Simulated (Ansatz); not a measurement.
F5Nb, charge -1, doublet, at a GFN2-xTB geometry (such geometries of metal compounds can be far from the true shape) (the multiplicity is a formal guess) (core potentials on Nb) (a gas-phase anion, which may not be bound at this level). Base run: B3LYP/def2-SVP (Ansatz, a program for electronic structure).

The Ansatz input:
Ansatz 0.2 input:
```yaml
crystal:
  periodic: [false, false, false]
  atoms:
    - {symbol: Nb, position_ang: [-0.01258222, -0.11186060, 0.04844088]}
    - {symbol: F, position_ang: [0.91645575, -0.91092356, -1.30410728]}
    - {symbol: F, position_ang: [-0.96202250, 0.50581833, 1.47953682]}
    - {symbol: F, position_ang: [-0.78218880, 1.11563427, -1.38852263]}
    - {symbol: F, position_ang: [-0.20244492, -1.79981015, 0.77940211]}
    - {symbol: F, position_ang: [1.08751948, 1.59886831, 0.21301585]}
basis:
  gaussian:
    orbitals: def2-SVP
hamiltonian:
  xc: b3lyp
total_charge: -1
magnetization: {spin_polarized: true, initial_magnetization: 1}
```

The bond that is stretched is that between atoms 4 and 1. A test that says stable can miss a lower solution.

Each row names what was changed in the base input (with any setting that the change needs).

```
change                                                           ΔE vs base (mEh)  <S^2>       stability test says
---------------------------------------------------------------  ----------------  -----  ------------------------
base                                                                        0.000  0.751                   minimum
spin_polarized = on; lower_state_search = off                               0.000  0.751  undecided (no full test)
spin_polarized = on; lower_state_search = standard                          0.000  0.751                   minimum
bond × 1.25                                                                52.603  0.752                   minimum
spin_polarized = on; lower_state_search = off; bond × 1.25                 52.603  0.752  undecided (no full test)
spin_polarized = on; lower_state_search = standard; bond × 1.25            52.603  0.752                   minimum
bond × 1.5                                                                  102.0  0.761                   minimum
spin_polarized = on; lower_state_search = off; bond × 1.5                   102.0  0.761  undecided (no full test)
spin_polarized = on; lower_state_search = standard; bond × 1.5              102.0  0.761                   minimum
bond × 1.8                                                                  133.3  0.789                   minimum
spin_polarized = on; lower_state_search = off; bond × 1.8                   133.3  0.789  undecided (no full test)
spin_polarized = on; lower_state_search = standard; bond × 1.8              133.3  0.789                   minimum
bond × 2.2                                                                  148.3  0.773                   minimum
spin_polarized = on; lower_state_search = off; bond × 2.2                   148.3  0.773  undecided (no full test)
spin_polarized = on; lower_state_search = standard; bond × 2.2              148.3  0.773                   minimum
bond × 3.0                                                                  154.3  0.759                   minimum
spin_polarized = on; lower_state_search = off; bond × 3.0                   154.3  0.759  undecided (no full test)
spin_polarized = on; lower_state_search = standard; bond × 3.0              154.3  0.759                   minimum
```

A gas-phase anion may not be bound at this level; its values then depend on the basis.

On stretching, the SCF can end on different states; <S^2> shows the spin contamination of each.
